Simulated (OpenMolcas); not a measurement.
## Au3+: effect of the basis set

| Item | Value |
| --- | --- |
| Program | OpenMolcas |
| Method | XMS-CASPT2, IPEA 0.25 Eh, imaginary shift 0.1 Eh (closed shells correlated: 5s 5p) |
| Active space | 8 electrons in 5 orbitals (5d) |
| State averaging | 2S+1 = 3 even, 10 roots; 2S+1 = 1 even, 15 roots |
| Spin-orbit coupling | state interaction with AMFI integrals over the reference wave functions, term energies averaged over their components |

A. ANO-R1 [7s5p4d2f], X2C, finite nucleus; CASPT2 step roughly 1.2 core-seconds
B. ANO-RCC-VTZP [8s7p5d3f1g], DKH2, point nucleus; CASPT2 step of the order of 2.7 core-seconds
C. ANO-RCC-VQZP [9s8p6d4f2g1h], DKH2, point nucleus; CASPT2 step roughly 7 core-seconds

Energies in cm-1 above 5d8 3F4, the measured ground level; measured values from Zainab et al., Astrophys. J. Suppl. Ser. 267, 12 (2023).

| Level | A | B | C | Measured |
| --- | --- | --- | --- | --- |
| 5d8 3F4 | 0.0 | 0.0 | 0.0 | 0.0 |
| 5d8 3F3 | 13000 | 12510 | 12390 | 12294 |
| 5d8 3P2 [51 %] | 20230 | 18880 | 18720 |  |
| 5d8 3P0 | 20790 | 19280 | 19150 | 18185 |
| 5d8 3P1 | 24730 | 22670 | 22480 | 21490 |
| 5d8 1G4 | 28470 | 26550 | 26300 | 25702 |
| 5d8 1S0 | 57710 | 56150 | 55850 | 55278 |

Deviations, from unrounded energies. A percentage is the sum of absolute deviations over the sum of measured energies, with the sign that they share, or ± where signs differ.

```tsv
Against measurement	Levels	A	B	C
mean absolute deviation (cm-1)	5	2300	840	640
fine structure of the ground term (%)	1	+5.7	+1.7	+0.8
other terms of the ground configuration (%)	4	+9.2	+3.3	+2.6
```

C lies closest to measurement on these levels and A furthest from it. The largest miss of C in the table is 5d8 3P1, by +990 cm-1. The ranking rests on the paired levels alone, and a cruder setting can come out closer through cancelling errors.

The two smallest mean deviations differ by little beside CASPT2's spread within terms, so their order carries little weight.

Among A to C the level of the table that moves most is 5d8 3P1, by 2300 cm-1 (lowest in C, highest in A). Moves below CASPT2's spread within the term are not significant.

Term energies are means over components that CASPT2 splits; among the terms shown or strongly mixed into the levels shown the widest spread is 1300 cm-1 (5d8 1G, A). Some terms miss by over 15 % even with CASPT2, which points to a basis or an active space too small for the shells correlated (holds for A). The basis is small and was not contracted for so high a charge (holds for A). Computed and measured levels are paired by configuration, term and J; levels that our copy of the source lacks, or whose pairing is in doubt (as where it misses far off the trend of its configuration), stay unpaired and out of the deviations. Only configurations of the active space appear. The table leaves out levels that lie high or whose names do not pair safely across all columns.

A share in square brackets marks a mixed level and gives the weight of the term that names it, the lowest over the columns.
